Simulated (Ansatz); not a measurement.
CH4BClOS, SMILES `CSB(O)Cl`, relaxed with RKS PBE0-D4/def2-TZVP in the Gaussian-basis code of Ansatz from a PBE-D4/def2-SVP geometry. The force threshold is 0.005 eV/Å; the program also tests the step.

Total charge 0; spin multiplicity 1.

Start:

```xyz
9

C    -0.394   -1.378    0.605
S     0.108    0.214    1.361
B     0.366    1.233   -0.106
O     0.176    0.730   -1.357
Cl    0.879    2.927    0.140
H    -0.549   -2.092    1.436
H    -1.335   -1.265    0.036
H     0.397   -1.761   -0.066
H     0.353    1.393   -2.049
```

```csv
step,energy (eV),largest force (eV/Å),largest move (Å)
1,-27177.1997,0.583,0.000
2,-27177.2292,0.208,0.022
3,-27177.2329,0.065,0.011
4,-27177.2330,0.061,0.007
5 (rejected),-27177.2305,0.169,0.029
6,-27177.2334,0.006,0.007
7,-27177.2334,0.001,0.004
8,-27177.2334,0.004,0.005
```

End:

```xyz
9

C    -0.388   -1.369    0.601
S     0.112    0.203    1.347
B     0.361    1.218   -0.105
O     0.168    0.734   -1.352
Cl    0.874    2.897    0.143
H    -0.559   -2.065    1.421
H    -1.306   -1.248    0.029
H     0.399   -1.755   -0.045
H     0.339    1.386   -2.038
```

It took 28 s on 4 threads of an Arm Neoverse V1 on a shared host, with 0.49 GiB of host memory at the peak.
